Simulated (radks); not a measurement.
Cs+, 54 electrons, occupied as [Xe]. Method: Dirac Kohn-Sham, PW91, spin-unpolarised, spherical densities, finite nucleus; Fermi nuclear charge, rms radius 4.8041 fm; computed with a radial shooting solver on a logarithmic mesh with Libxc functionals.

Radial electron density D(r) = 4 pi r^2 rho(r):

r (bohr)  D(r) (e/bohr)
0.001052          2.478
0.001205          3.127
0.001392          3.988
0.001607          5.070
0.001856          6.423
0.002127          7.998
0.002456          10.04
0.002836          12.54
0.00325           15.37
0.003753          18.93
0.004334          23.11
0.005006          27.95
0.005735          33.10
0.006623          39.09
0.007649          45.49
0.008763          51.69
0.01012           58.09
0.01169           63.88
0.0135            68.59
0.01546           71.61
0.01786           72.98
0.02063           72.38
0.02363           70.31
0.02729           67.28
0.03152           64.59
0.0364            63.67
0.0417            65.52
0.04816           70.75
0.05562           78.54
0.06372           86.31
0.07359           92.13
0.08499           92.91
0.09815           87.84
0.1125            79.49
0.1299            70.97
0.15              67.21
0.1718            69.60
0.1984            75.74
0.2292            79.41
0.2647            74.89
0.3032            62.37
0.3502            45.34
0.4045            31.97
0.4634            26.95
0.5351            28.38
0.618             31.20
0.7138            30.39
0.8177            25.47
0.9444            18.31
1.091             12.25
1.25              8.802
1.443             7.119
1.667             6.229
1.925             5.213
2.205             3.953
2.547             2.553
2.941             1.400
3.37             0.6778
3.891            0.2657
4.494           0.08756
5.19            0.02310
5.946          0.004924
6.867         0.0007049

D(r) has 4 maxima, at r = 0.0183, 0.0804, 0.229, 0.648 bohr, and minima at 0.0355, 0.151, 0.478 bohr, inside which lie 2.01, 11.18, 29.02 electrons.
